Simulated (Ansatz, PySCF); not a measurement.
Molecule: sum formula SiPH₄, net charge -1, singlet state. It need not be the lowest isomer of its formula. Whether it binds its extra electron was not tested at this geometry. 
Geometry from a B3LYP-D3(BJ)/def2-TZVP (Ansatz, a program for electronic structure) optimisation:
```xyz
6

Si    -1.1864    -0.2078     0.2992
P      1.1021     0.1832    -0.2754
H     -1.6674     0.5236    -0.9702
H     -1.2308     1.0794     1.1471
H      1.2880    -0.9762    -1.0884
H      1.6884    -0.4665     0.8532
```
Charge -1, spin multiplicity 1.

Total electronic energies in hartree. Cores are frozen in the correlated levels unless marked. No spin-orbit coupling. No relativistic terms. CBS(X,Y): correlation extrapolated as X^-3; Hartree-Fock from the larger set. [CCSD(T)-MP2]/basis is that difference in the basis named.

| level | program | energy (Eh) |
|---|---|---|
| HF/cc-pV(D+d)Z | Ansatz | -631.97855 |
| HF/cc-pV(T+d)Z | Ansatz | -632.00447 |
| HF/def2-QZVPP | Ansatz | -632.01426 |
| RI-HF/cc-pV(T+d)Z | Ansatz | -632.00445 |
| RI-HF/def2-QZVPPD | Ansatz | -632.01498 |
| TPSS/def2-TZVPD | PySCF | -633.32645 |
| r2SCAN-D3(BJ)/def2-TZVPD | Ansatz + dftd3 | -633.21513 |
| B97M-V/def2-TZVPD | Ansatz | -633.11440 |
| B3LYP/def2-TZVPD | Ansatz | -633.31899 |
| PW6B95/def2-TZVPD | PySCF | -633.82546 |
| LC-wPBE-D3(BJ)/def2-TZVPD | Ansatz + dftd3 | -633.07701 |
| LC-wPBE/def2-TZVPD | Ansatz | -633.07256 |
| B2GP-PLYP-D4/def2-TZVPD | Ansatz + dftd4 | -632.92808 |
| RPA@PBE/cc-pV(T+d)Z | Ansatz | -632.55829 |
| MP2/def2-TZVPPD | Ansatz | -632.30128 |
| RI-MP2/def2-TZVPPD | Ansatz | -632.30112 |
| RI-MP2/def2-QZVPPD | Ansatz | -632.34114 |
| SCS-MP2/def2-SVPD | Ansatz | -632.04156 |
| CCSD/aug-cc-pV(D+d)Z | Ansatz | -632.29196 |
| CCSD/cc-pV(D+d)Z | Ansatz | -632.26321 |
| CCSD/cc-pwCVTZ | Ansatz | -632.35369 |
| CCSD(T)/def2-SVP | Ansatz | -632.05508 |
| RI-MP2/CBS(aug-cc-pV(T+d)Z,aug-cc-pV(Q+d)Z)+[CCSD(T)-MP2]/aug-cc-pV(T+d)Z | Ansatz | -632.4163 |

Totals of different functionals don't rank their quality; only differences between species are comparable.
